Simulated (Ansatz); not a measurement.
VP2H6Br2⁺, that is VBr2(PH3)2 with one electron fewer. Total charge 1; triplet. Geometry r2SCAN-D4/def2-SVP, that of the neutral quartet; atoms count from 1.

Cartesian coordinates in Å:
```
V 0.719 0.980 -0.535
Br -0.112 0.037 -2.653
Br 1.992 2.800 0.371
P 1.295 -1.316 0.123
H 1.792 -1.697 1.403
H 2.294 -1.950 -0.663
H 0.293 -2.317 -0.003
P -1.563 0.880 0.347
H -2.293 -0.332 0.209
H -2.498 1.739 -0.291
H -1.921 1.176 1.693
```

Question: Estimate the Mulliken populations from the PBE0/def2-TZVP orbitals of Ansatz.

Answer: 
| atom | charge (e) | spin (α − β) | d electrons |
| --- | --- | --- | --- |
| V1 | 0.60 | 2.27 | 3.46 |
| Br2 | -0.20 | -0.08 | – |
| Br3 | -0.21 | -0.08 | – |
| P4 | -0.11 | -0.07 | – |
| H5 | 0.17 | 0.00 | – |
| H6 | 0.18 | 0.01 | – |
| H7 | 0.17 | 0.00 | – |
| P8 | -0.11 | -0.07 | – |
| H9 | 0.17 | 0.00 | – |
| H10 | 0.18 | 0.01 | – |
| H11 | 0.17 | 0.00 | – |
Mulliken values and Mayer orders depend strongly on the basis.

Question: Where does the spin sit?

Answer: Summed by element: V 2.27, Br -0.17, P -0.14, H 0.03, of 2 unpaired in all. Largest on single atoms: V1 2.27, Br3 -0.08, Br2 -0.08.

Question: And the Mayer bond orders between bonded heavy atoms (over 0.3)?

Answer: V1–Br2 1.15 (2.46 Å); V1–Br3 1.25 (2.40 Å); V1–P4 0.72 (2.46 Å); V1–P8 0.73 (2.45 Å).
